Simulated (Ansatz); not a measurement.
Isolated molecules relaxed with PBE0-D4/def2-TZVP in Ansatz; ΔE leaves out vibrations. CCSD(T)/CBS adds triple-zeta CCSD(T) − MP2 to the extrapolated MP2 energy (def2 sets, frozen cores). This one scheme is used for every species. DFT in def2-TZVPP. B3LYP here is the variant with VWN-RPA as its local correlation; programs differ in this. HSE06 is defined as in plane-wave codes. Triplets are unrestricted, without spin–orbit coupling. One conformer a species, not always the lowest.

`BCN[SiH3]` → `BN[SiH3]` + `[CH2]` (triplet)  (formal loss of a carbene)

(1) Is it downhill or uphill in electronic energy at CCSD(T)/CBS, and by how much? (Best estimate.)

(2) What do these levels give: PBE-D4, revPBE-D4, r2SCAN-D4, r2SCAN0-D4, CAM-B3LYP-D4, revPBE, B3LYP, r2SCANh, HSE06, HF/def2-SVP, CCSD/def2-SVP, CCSD/def2-TZVPP? (Estimate.)

Largest T1 diagnostic among the species: 0.012.

Results:

(1) Computed: Uphill: ΔE = +255.0 kJ/mol.

(2) Computed: PBE-D4 267.4, revPBE-D4 256.4, r2SCAN-D4 235.1, r2SCAN0-D4 231.2, CAM-B3LYP-D4 255.4, revPBE 237.6, B3LYP 241.7, r2SCANh 231.6, HSE06 253.7, HF/def2-SVP 118.0, CCSD/def2-SVP 220.3, CCSD/def2-TZVPP 232.7 kJ/mol.

From PBE to PBE0 (25 % exact exchange), in def2-TZVPP and without D4, ΔE moves by −8.2 kJ/mol. At CCSD(T), def2-SVP lies −28.9 kJ/mol from the extrapolated value and def2-TZVPP −13.2 kJ/mol.
